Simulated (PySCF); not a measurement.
## C₆ coefficients of unlike pairs at UHF

Calculated with PySCF 2.14 from the dipole response of each species, C₆(A,B) = (3/π) ∫ α_A(iu) α_B(iu) du, in atomic units, from isotropic polarisabilities. For ions this is the dispersion term alone; charge-induced terms of lower order in 1/R come first.

```
species      configuration                                                                      basis     relativity  α (bohr³)  C₆ (like pair)
   Zn³⁺      [Ar] 3d9 (2D)                                             aug-cc-pwCVTZ-DK (10s9p7d4f3g)  spin-free X2C      1.315           2.964
   Cl³⁺  [Ne] 3s2 3p2 (3P)  x2c-TZVPPall with one added diffuse shell each of s, p, d type (6s6p4d1f)  spin-free X2C      4.460           12.17
    Be⁺      [He] 2s1 (2S)                                                     dyall-av3z (15s9p4d2f)           none      24.94           71.13
   Ca²⁺          [Ar] (1S)                                                   aug-cc-pVDZ-X2C (6s5p3d)  spin-free X2C      2.949           8.525
```

(1) Estimate C₆ for Ca²⁺ with Cl³⁺.

No spin-orbit coupling is included.

The other pairs:

```tsv
pair	C₆
Be⁺, Cl³⁺	21.97
Ca²⁺, Be⁺	15.72
Be⁺, Zn³⁺	7.386
Cl³⁺, Zn³⁺	5.286
Ca²⁺, Zn³⁺	4.729
```

Answers

(1) The integral gives 9.968. The combination rule 2 C_A C_B / (C_A α_B/α_A + C_B α_A/α_B) gives 9.909 and the geometric mean 10.19.
